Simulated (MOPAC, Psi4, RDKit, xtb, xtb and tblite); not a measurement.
Two geometries of SMILES COC[SiH2]C=O, relaxed at GFN2-xTB with one dihedral held; other torsions can differ between them too.

Structure A

```
14

C     -2.0726     0.7341    -0.6549
O     -0.7332     0.3166    -0.6371
C     -0.4407    -0.6370     0.3698
Si     1.1733    -1.4599    -0.2344
C      2.3995    -0.0271    -0.5988
O      3.5568    -0.0126    -0.2648
H     -2.3507     1.2199     0.2889
H     -2.1693     1.4476    -1.4714
H     -2.7492    -0.1126    -0.8264
H     -0.3737    -0.1493     1.3514
H     -1.2479    -1.3780     0.4359
H      0.8995    -2.1303    -1.5074
H      1.7167    -2.3666     0.7764
H      1.9873     0.8353    -1.1649
```

Structure B

```
14

C     -1.5222    -2.0360    -1.0679
O     -0.8708    -0.8005    -0.9698
C     -0.8674    -0.1560     0.2948
Si    -1.7304    -0.9636     1.8070
C     -3.5745    -1.2813     1.3649
O     -4.1547    -2.3178     1.5673
H     -2.5939    -1.9562    -0.8436
H     -1.4027    -2.3527    -2.1035
H     -1.0755    -2.7910    -0.4103
H      0.1835     0.0130     0.5632
H     -1.3057     0.8407     0.1422
H     -1.7154     0.0585     2.8568
H     -1.1165    -2.2170     2.2391
H     -4.1321    -0.4374     0.8970
```

Which is lower in energy at the level B3LYP-D3(BJ)/def2-TZVP // GFN2-xTB in Psi4, and by how much?

A is lower, by 4.55 kcal/mol (dihedral C1–O2–C3–Si4: 160° in A, 0° in B).

E(B) − E(A) in kcal/mol at the other levels, on the same two geometries: GFN2-xTB (xtb and tblite) 3.52; MMFF94 // GFN2-xTB (RDKit) 7.55; B3LYP/def2-TZVP // GFN2-xTB (Psi4) 5.81; PBE/def2-TZVP // GFN2-xTB (Psi4) 4.49; PBE-D3(BJ)/def2-TZVP // GFN2-xTB (Psi4) 3.78; UFF // GFN2-xTB (RDKit) 10.78; AM1, restricted, heats of formation // GFN2-xTB (MOPAC) 9.65; PM6, restricted, heats of formation // GFN2-xTB (MOPAC) 0.79; GFN1-xTB // GFN2-xTB (xtb) 4.17.
